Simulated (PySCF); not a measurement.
Species: phenylhydrazine, C₆H₈N₂.
Structure used (PBE0-D3(BJ)/def2-SVP), in Å, numbered top down from 1:
```
atom  x, y, z in Å
N1    -2.7578   -0.6702   -0.2295
N2    -1.8983    0.3910   -0.0674
C3    -0.5286    0.2625    0.0003
C4     0.0886   -0.9904    0.1561
C5     1.4759   -1.0846    0.2444
C6     2.2788    0.0512    0.1795
C7     1.6679    1.2980    0.0236
C8     0.2873    1.4085   -0.0660
H9    -2.8162   -1.2203    0.6264
H10   -2.4525   -1.2898   -0.9830
H11   -2.2688    1.2831   -0.3661
H12   -0.5235   -1.8918    0.2128
H13    1.9332   -2.0700    0.3668
H14    3.3652   -0.0305    0.2485
H15    2.2790    2.2027   -0.0312
H16   -0.1790    2.3904   -0.1876
```

Computed with PBE0-D3(BJ)/def2-SVP geometry optimisation, gas phase in PySCF 2.14.0.

Masses are those of the commonest isotopes; rigid-rotor values at the optimised geometry. The values belong to one conformer with, in the numbering `[NH2:1][NH:2][c:3]1[cH:4][cH:5][cH:6][cH:7][cH:8]1`, H–N1–N2–C3 73° and -48°, N1–N2–C3–C4 -12°.

(1) What are A, B and C (GHz)?

(2) What kind of rotor is it?

(3) Is it planar, by Δ = Ic − Ia − Ib?

(4) Give the other two planar moments, Paa and Pbb, and the rms extents of the mass along the axes.

(5) Where do the levels up to J = 5 lie, in cm⁻¹?

(6) Which types of transition are allowed, and where do some lines up to J = 4 fall?

Answers

(1) Ia = 100.34, Ib = 330.65, Ic = 427.65 u·Å²; 505379 MHz·u·Å²/I gives 5037, 1528 and 1182 MHz, that is A = 5.0367, B = 1.5285, C = 1.1818 GHz.

(2) An asymmetric top: κ = (2 × 1528 − 5037 − 1182)/(5037 − 1182) = -0.82.

(3) Not planar: Δ = Ic − Ia − Ib = -3.33 u·Å². For a rigid frame Δ = −2 Σ m c², so Σ m c² = 1.67 u·Å² lies off the ab plane: 1.39 from hydrogen and 0.28 from heavier atoms. The atom farthest from that plane is 0.91 Å away.

(4) Paa = Σ m a² = (Ib + Ic − Ia)/2 = 328.98 and Pbb = Σ m b² = (Ia + Ic − Ib)/2 = 98.67 u·Å². With the mass M = 108.07 u, the rms extents √(P/M) along a, b and c are 1.74, 0.96, 0.12 Å.

(5) Above 0(0,0):
J = 1: 1(0,1) 0.0904, 1(1,1) 0.2074, 1(1,0) 0.2190
J = 2: 2(0,2) 0.2704, 2(1,2) 0.3767, 2(1,1) 0.4114, 2(2,1) 0.7624, 2(2,0) 0.7632
J = 3: 3(0,3) 0.5384, 3(1,3) 0.6300, 3(1,2) 0.6994, 3(2,2) 1.0336, 3(2,1) 1.0377, 3(3,1) 1.6482, 3(3,0) 1.6482
J = 4: 4(0,4) 0.8921, 4(1,4) 0.9670, 4(1,3) 1.0824, 4(2,3) 1.3946, 4(2,2) 1.4066, 4(3,2) 2.0113, 4(3,1) 2.0115, 4(4,1) 2.8695, 4(4,0) 2.8695
J = 5: 5(0,5) 1.3289, 5(1,5) 1.3869, 5(1,4) 1.5594, 5(2,4) 1.8448, 5(2,3) 1.8720, 5(3,3) 2.4658, 5(3,2) 2.4668, 5(4,2) 3.3234, 5(4,1) 3.3234, 5(5,1) 4.4269, 5(5,0) 4.4269
The levels of one J sum to (2J + 1)J(J + 1)(A + B + C)/3.

(6) The dipole components are |μa| = 0.69 D, |μb| = 0.26 D, |μc| = 0.27 D. The squared components, which scale the intensities, stand as 1.00 : 0.14 : 0.16 (a : b : c). Some lines, for components of 0.1 D or more:

```json
{"type": "a", "branch": "Q", "J(Ka,Kc)": "1(1,0) ← 1(1,1)", "MHz": "347", "lower level (cm⁻¹)": "0.207"}
{"type": "a", "branch": "Q", "J(Ka,Kc)": "2(1,1) ← 2(1,2)", "MHz": "1040", "lower level (cm⁻¹)": "0.377"}
{"type": "a", "branch": "Q", "J(Ka,Kc)": "4(1,3) ← 4(1,4)", "MHz": "3459", "lower level (cm⁻¹)": "0.967"}
{"type": "b", "branch": "Q", "J(Ka,Kc)": "4(1,3) ← 4(0,4)", "MHz": "5706", "lower level (cm⁻¹)": "0.892"}
{"type": "c", "branch": "R", "J(Ka,Kc)": "1(1,0) ← 0(0,0)", "MHz": "6565", "lower level (cm⁻¹)": "0.000"}
{"type": "b", "branch": "R", "J(Ka,Kc)": "4(0,4) ← 3(1,3)", "MHz": "7855", "lower level (cm⁻¹)": "0.630"}
{"type": "c", "branch": "Q", "J(Ka,Kc)": "4(2,3) ← 4(1,3)", "MHz": "9360", "lower level (cm⁻¹)": "1.082"}
{"type": "b", "branch": "Q", "J(Ka,Kc)": "4(2,2) ← 4(1,3)", "MHz": "9719", "lower level (cm⁻¹)": "1.082"}
{"type": "a", "branch": "R", "J(Ka,Kc)": "4(1,4) ← 3(1,3)", "MHz": "10102", "lower level (cm⁻¹)": "0.630"}
{"type": "b", "branch": "Q", "J(Ka,Kc)": "3(2,1) ← 3(1,2)", "MHz": "10142", "lower level (cm⁻¹)": "0.699"}
{"type": "b", "branch": "Q", "J(Ka,Kc)": "3(2,2) ← 3(1,3)", "MHz": "12100", "lower level (cm⁻¹)": "0.630"}
{"type": "c", "branch": "R", "J(Ka,Kc)": "2(2,0) ← 1(1,0)", "MHz": "16316", "lower level (cm⁻¹)": "0.219"}
{"type": "b", "branch": "R", "J(Ka,Kc)": "2(2,0) ← 1(1,1)", "MHz": "16663", "lower level (cm⁻¹)": "0.207"}
{"type": "b", "branch": "Q", "J(Ka,Kc)": "3(3,0) ← 3(2,1)", "MHz": "18302", "lower level (cm⁻¹)": "1.038"}
{"type": "b", "branch": "Q", "J(Ka,Kc)": "3(3,1) ← 3(2,2)", "MHz": "18423", "lower level (cm⁻¹)": "1.034"}
{"type": "b", "branch": "R", "J(Ka,Kc)": "3(2,2) ← 2(1,1)", "MHz": "18655", "lower level (cm⁻¹)": "0.411"}
{"type": "c", "branch": "R", "J(Ka,Kc)": "3(2,2) ← 2(1,2)", "MHz": "19696", "lower level (cm⁻¹)": "0.377"}
{"type": "b", "branch": "R", "J(Ka,Kc)": "4(2,2) ← 3(1,3)", "MHz": "23280", "lower level (cm⁻¹)": "0.630"}
{"type": "b", "branch": "Q", "J(Ka,Kc)": "4(4,0) ← 4(3,1)", "MHz": "25722", "lower level (cm⁻¹)": "2.012"}
{"type": "b", "branch": "R", "J(Ka,Kc)": "3(3,1) ← 2(2,0)", "MHz": "26529", "lower level (cm⁻¹)": "0.763"}
{"type": "b", "branch": "R", "J(Ka,Kc)": "4(4,0) ← 3(3,1)", "MHz": "36616", "lower level (cm⁻¹)": "1.648"}
```

Stationary, but not proved a minimum. These are rigid-rotor constants of the computed structure; measured ground-state constants (B0) also hold zero-point vibration. A rigid rotor knows nothing of inversion at nitrogen, which can split or shift real lines. Quadrupole hyperfine structure (14N) is left out.

Hardware: one thread of an Arm Neoverse V1, no GPU (shared host). Cost: 74 s of wall time, 0.60 GiB resident at most. This is the geometry optimisation.
